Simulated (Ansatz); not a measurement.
Input for Ansatz (a quantum-chemistry and plane-wave program): R-wB97M-V/def2-TZVPP on AlH4P (SMILES [AlH2][PH2]).

Ansatz 0.2 input:
```yaml
crystal:
  periodic: [false, false, false]
  atoms:
    - {symbol: Al, position_ang: [-1.15825604, -0.00000000, -0.00000000]}
    - {symbol: P, position_ang: [1.06739892, -0.00000000, 0.00000000]}
    - {symbol: H, position_ang: [-1.85271212, 1.40944934, 0.00000000]}
    - {symbol: H, position_ang: [-1.85271212, -1.40944934, 0.00000000]}
    - {symbol: H, position_ang: [1.89814068, 1.12161111, -0.00000000]}
    - {symbol: H, position_ang: [1.89814068, -1.12161111, -0.00000000]}
basis:
  gaussian:
    orbitals: def2-TZVPP
hamiltonian:
  xc: {name: wB97M-V}
scf: {lower_state_search: off}
```

The log:

```
WARN ansatz: RAYON_NUM_THREADS=4 ignored (pool sized by the plan → 4); use --threads N
Functional definition: wB97M-V
these checks for a lower state are left out or cut short: stability, starts, cluster_reference, orbital_swaps, neighbouring_geometries, increment
integrals: 0.07 GiB planned
795 factors; their error is unknown
integrals: 0.10 GiB planned
192 factors; integrals over basis functions are off by at most 1.5e-5 eV
mean field: 0.62 GiB planned
mean field evaluation 1: about -15948.5382 eV, gradient 1.2e1 eV
mean field evaluation 2: about -15949.0384 eV, gradient 6.9e0 eV
mean field evaluation 4: about -15949.1453 eV, gradient 2.6e-1 eV
mean field evaluation 8: about -15949.1451 eV, gradient 2.5e-2 eV
mean field evaluation 16: about -15949.1451 eV, gradient 7.8e-6 eV
mean field -15949.14506018 eV, -586.1202702427 hartree, gradient 7.8e-6 eV, S^2 0.000000; 0 other end points of the search recorded, 0 dependent functions left out
reference -15949.14510910 eV, -586.1202720407 hartree; 16, 16 occupied and 124, 124 virtual orbitals, 795 factors
Total energy: -15949.14510910 eV, -586.1202720407 hartree
Checks for a lower state left out: stability, starts, cluster_reference, orbital_swaps, neighbouring_geometries, increment
```

The run converged.

Cost: around 4 core-seconds (rough).
